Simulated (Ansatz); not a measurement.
# Abstraction of F: BOF + CH2Br → BO + CH2BrF

Gas-phase species: BOF (fluoro(oxo)borane) `O=BF`, singlet; CH2Br `[CH2]Br`, doublet; BO, doublet; CH2BrF (bromofluoromethane) `FCBr`, singlet. A radical takes F: the energy is the difference in strength between the B–F bond broken and the C–F bond made.

Shapes, held fixed at every level: PBE0-D4/def2-TZVP. Programs: Ansatz 0.2.0. The zero-point and thermal change to 298 K, harmonic and unscaled (PBE0-D4/def2-TZVP), is +6.8 kJ/mol.

| level | kind | ΔH(298 K) (kJ/mol) | less CCSD(T)/def2-TZVPP |
| --- | --- | --- | --- |
| HF/def2-TZVPP | Hartree–Fock | +222.7 | +10.7 |
| PBE-D4/def2-TZVPP | GGA | +210.1 | -1.9 |
| PBE0-D4/def2-TZVPP | global hybrid | +216.1 | +4.1 |
| wB97X-V/def2-TZVPP | range-separated hybrid | +218.1 | +6.1 |
| CCSD(T)/def2-SVP | coupled cluster or CI | +212.1 | +0.1 |
| CCSD/def2-SVP | coupled cluster or CI | +215.3 | +3.3 |
| CCSD/def2-TZVPP | coupled cluster or CI | +216.7 | +4.7 |
| CCSD(T)/def2-TZVPP | coupled cluster or CI | +212.0 | 0.0 |

The highest level, CCSD(T)/def2-TZVPP, gives ΔH(298 K) = +212.0 kJ/mol; the levels span +210.1 to +222.7. The column of differences is taken from that level and isn't an error. No measured value is set beside it here. Spin contamination: BO (⟨S²⟩ up to 0.80). Open shells run unrestricted. Relativity is left out for Br. Outer-core shells of Br are correlated, in sets that cover them unevenly.
